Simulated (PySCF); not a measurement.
# How methods differ on the interval between two levels of Mg

Mg [Ne] 3s2 → Mg [Ne] 3d2 [3F4, M_J = 4], as a difference of total energies. Calculation: PySCF 2.14, in x2c-TZVPall-2c with one added diffuse shell each of s, p, d type (6s6p4d, 44 functions); the two-component X2C-1e Hamiltonian. Correlated levels: [Ne] frozen. "Screened" scales the spin-orbit matrix elements by Boettger's factors to mimic the two-electron term; Breit and QED terms are absent.

```csv
method,interval between two levels (cm⁻¹)
GHF (spin-free),105770
GMP2 (spin-free),110380
GHF (screened spin-orbit),105770
GMP2 (screened spin-orbit),110380
```

The labels give the starting determinants; with spin-orbit coupling the two ends relaxed to ⟨J²⟩ = 0.00, ⟨L²⟩ = 0.00, ⟨S²⟩ = 0.00 and ⟨J²⟩ = 20.00, ⟨L²⟩ = 12.00, ⟨S²⟩ = 2.00.

The promoted electron is Rydberg-like, and one or two diffuse shells describe it only roughly, which tends to raise the upper state.
